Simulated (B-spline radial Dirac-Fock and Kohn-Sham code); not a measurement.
Satellites and hypersatellites of the K lines of V¹³⁺

System: vanadium as V¹³⁺, configuration 1s2 2s2 2p6.

Input file task.json (cfg lists n, l and occupation; rrms is the nuclear radius in fm):

```json
{"items": [{
  "Z": 23,
  "q": 13,
  "cfg": [[1, 0, 2], [2, 0, 2], [2, 1, 6]],
  "A": 51,
  "rrms": 3.6002,
  "do": ["binding", "quiet", "double"]
}]}
```

Command: `python xray_run.py task.json out`

The computed values come from a radial B-spline solver: relaxed Dirac-Fock hole states (ΔSCF) with Breit and QED corrections and a finite nucleus. Each two-hole energy is an average over J within one jj subconfiguration, not an observable level; in light atoms, where LS coupling holds, the j-resolved values are not observed lines, and for a K spectator the Kα1 hypersatellite is nearly forbidden. No correlation.

Lines without a spectator: Kα2 (K-L2) 4969.5 eV, Kα1 (K-L3) 4976.7 eV. Shifts in eV with one spectator hole (a dash: not computed, or left out as unreliable):

| spectator hole | Kα2 | Kα1 |
| --- | --- | --- |
| K (1s) | +241.3 | +242.7 |
| L2 (2p1/2) | +24.36 | +29.41 |
| L3 (2p3/2) | +27.98 | +26.78 |

With n spectator holes in 2p, averaged over the 2p shell (energies in eV):

| n | KαLⁿ | step | hypersatellite KαʰLⁿ |
| --- | --- | --- | --- |
| 0 | 4974.3 | – | 5216.6 |
| 1 | 5001.9 | +27.6 | 5245.6 |
| 2 | 5031.0 | +29.1 | 5276.1 |
| 3 | 5061.6 | +30.5 | 5307.9 |
| 4 | 5093.5 | +31.9 | 5341.2 |
| 5 | 5126.9 | +33.3 | 5375.9 |
